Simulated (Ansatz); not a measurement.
Gas-phase electronic energies from Ansatz, PBE0-D4/def2-TZVP geometries. CCSD(T)/CBS is the MP2 limit (def2-TZVPP, def2-QZVPP) plus CCSD(T) − MP2 in def2-TZVPP, frozen cores. DFT in def2-TZVPP. B3LYP here is the variant with VWN-RPA as its local correlation; programs differ in this. Each species was taken in one conformer, which may not be the lowest.

`C[C]1(N)[AlH][SiH2]1` → `[CH3][Al]1[NH][SiH]1C`  (isomerisation)

| level | ΔE (kJ/mol) | difference from CCSD(T)/CBS |
| --- | --- | --- |
| PBE-D4 | -278.4 | 24.8 |
| r2SCAN-D4 | -301.1 | 2.1 |
| PBE0-D4 | -287.1 | 16.1 |
| B3LYP-D4 | -301.0 | 2.2 |
| ωB97M-V | -302.2 | 1.0 |
| B2PLYP | -311.5 | -8.3 |
| PBE | -283.7 | 19.5 |
| HF/def2-TZVPP | -325.1 | -21.9 |
| MP2/def2-TZVPP | -309.8 | -6.6 |
| SCS-MP2/def2-TZVPP | -309.8 | -6.6 |
| CCSD/def2-TZVPP | -307.0 | -3.8 |
| CCSD(T)/def2-TZVPP | -302.3 | 0.9 |
| SCS-MP2/def2-QZVPP | -311.1 | -7.9 |
| HF/CBS(def2) | -326.1 | -22.9 |
| MP2/CBS(def2) | -310.7 | -7.5 |
| CCSD/CBS(def2) | -308.0 | -4.8 |
| CCSD(T)/CBS | -303.2 | 0 |

Largest T1 diagnostic among the species: 0.014.

The D4 term adds +8.8 kJ/mol with B3LYP and +4.4 kJ/mol with PBE0; it sums over pairs of atoms, weighted by their polarisabilities, and B3LYP, whose exchange is more repulsive, gets the larger term. From PBE to PBE0 (25 % exact exchange), in def2-TZVPP and without D4, ΔE moves by −7.8 kJ/mol.
